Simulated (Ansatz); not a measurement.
`[SiH3][SiH2]BCl` + HI → `[SiH3][SiH2]I` + `BCl`  (cleavage of the Si–B bond)

Computed with Ansatz on PBE0-D4/def2-TZVP structures; ΔE is electronic, products minus reactants. CBS: MP2 limit from def2 TZ/QZ plus the TZ coupled-cluster correction, frozen cores. This one scheme is used for every species. DFT in def2-TZVPP. B3LYP here is the variant with VWN-RPA as its local correlation; programs differ in this. HSE06 is defined as in plane-wave codes. Elements past krypton have def2 core potentials. For I outer-core shells are correlated without core-valence functions, which leaves a few kJ/mol of doubt a bond. Each species was taken in one conformer, which may not be the lowest.

```csv
level,ΔE (kcal/mol),difference from CCSD(T)/CBS
LDA (SPW92),-18.7,5.5
PBE-D4,-20.3,3.9
revPBE-D4,-20.0,4.2
BLYP-D4,-21.1,3.1
r2SCAN-D4,-22.1,2.1
B97M-V,-20.2,4.0
PBE0-D4,-22.0,2.2
B3LYP-D4,-22.6,1.6
r2SCANh-D4,-22.6,1.6
HSE06-D4,-22.1,2.1
BHLYP-D4,-25.0,-0.8
CAM-B3LYP-D4,-22.5,1.7
ωB97X-V,-23.0,1.2
B2PLYP,-23.7,0.5
PBE-QIDH,-24.1,0.1
PBE,-20.4,3.8
revPBE,-20.8,3.4
BLYP,-21.4,2.8
r2SCAN,-22.2,2.0
B3LYP,-22.7,1.5
r2SCANh,-22.8,1.4
HSE06,-22.2,2.0
BHLYP,-24.6,-0.4
CAM-B3LYP,-22.6,1.6
LC-ωPBE,-22.4,1.8
RPA@PBE/def2-TZVPP,-21.4,2.8
HF/def2-SVP,-25.8,-1.6
MP2/def2-SVP,-22.9,1.3
CCSD/def2-SVP,-20.9,3.3
CCSD(T)/def2-SVP,-20.3,3.9
HF/def2-TZVPP,-27.3,-3.1
MP2/def2-TZVPP,-25.4,-1.2
CCSD/def2-TZVPP,-22.6,1.6
CCSD(T)/def2-TZVPP,-22.1,2.1
HF/def2-QZVPP,-27.5,-3.3
MP2/def2-QZVPP,-26.6,-2.4
SCS-MP2/def2-QZVPP,-26.1,-1.9
HF/CBS(def2),-27.5,-3.3
MP2/CBS(def2),-27.5,-3.3
CCSD/CBS(def2),-24.6,-0.4
CCSD(T)/CBS,-24.2,0
```

Largest T1 diagnostic among the species: 0.014.

From BLYP to BHLYP (50 % exact exchange), in def2-TZVPP and without D4, ΔE moves by −3.2 kcal/mol. Leaving LDA and LC-ωPBE aside and taking each functional with its dispersion term where it has one, the values spread over 5.0 kcal/mol, from BHLYP-D4 to revPBE-D4. LDA lies +1.7 kcal/mol from PBE without D4. At CCSD(T), def2-SVP lies +3.9 kcal/mol from the extrapolated value and def2-TZVPP +2.1 kcal/mol.
